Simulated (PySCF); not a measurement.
A structure optimised at PBE-D3(BJ)/def2-SVP, used in a PySCF frequency run:

```xyz
16

C      2.9733     0.2523     0.0000
C      1.7968    -0.3988     0.0000
C      0.4412     0.2424     0.0000
C     -0.4969    -0.1435    -1.1995
Si    -1.9635     0.0858     0.0000
C     -0.4969    -0.1435     1.1995
H      3.0169     1.3547     0.0000
H      3.9336    -0.2866     0.0000
H      1.7912    -1.5063     0.0000
H      0.5691     1.3473     0.0000
H     -0.3747    -1.2190    -1.4523
H     -0.3720     0.4488    -2.1256
H     -3.1012    -0.9027     0.0000
H     -2.5323     1.4803     0.0000
H     -0.3720     0.4488     2.1256
H     -0.3747    -1.2190     1.4523
```

Problem. Write its SMILES, formula and point group.

Solution. C=CC1C[SiH2]C1, C₅H₁₀Si, Cs

Problem. What are its rotational constants (standard atomic weights)?

Solution. 7.8373, 1.5643, 1.4259 GHz
